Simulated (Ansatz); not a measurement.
Start from `O[Si](O)(Cl)Cl` and change one element to get `OC(O)(Cl)Cl`.

Ansatz, PBE0-D4/def2-TZVP geometries, multiplicity 1. Each molecule was computed in one conformer, which needn't be the lowest.

```tsv
property	`O[Si](O)(Cl)Cl`
LUMO energy (PBE/def2-TZVPP) / eV	-0.69
HOMO–LUMO gap (B3LYP/def2-TZVPP) / eV	8.75
HOMO energy (PBE0/def2-TZVPP) / eV	-9.15
HOMO energy (ωB97M-V/def2-TZVPP) / eV	-11.41
HOMO energy (PBE/def2-TZVPP) / eV	-7.66
zero-point energy (PBE0-D4/def2-TZVP) / kJ/mol	85.0
```

Q: Give the same properties after the change, and the shifts. (Best estimate.)

A: Computed: 
| property | `OC(O)(Cl)Cl` | shift |
| --- | --- | --- |
| LUMO energy (PBE/def2-TZVPP) / eV | -1.24 | -0.55 |
| HOMO–LUMO gap (B3LYP/def2-TZVPP) / eV | 8.08 | -0.67 |
| HOMO energy (PBE0/def2-TZVPP) / eV | -8.78 | 0.37 |
| HOMO energy (ωB97M-V/def2-TZVPP) / eV | -11.07 | 0.34 |
| HOMO energy (PBE/def2-TZVPP) / eV | -7.26 | 0.40 |
| zero-point energy (PBE0-D4/def2-TZVP) / kJ/mol | 98.8 | 13.8 |

With PBE0 the HOMO rises by 0.37 eV and the LUMO falls by 0.38 eV, so the gap narrows by about 0.75 eV. PBE moves the HOMO by 0.40 eV and ωB97M-V by 0.34 eV.

B3LYP here is the variant with VWN-RPA as its local correlation; programs differ in this.
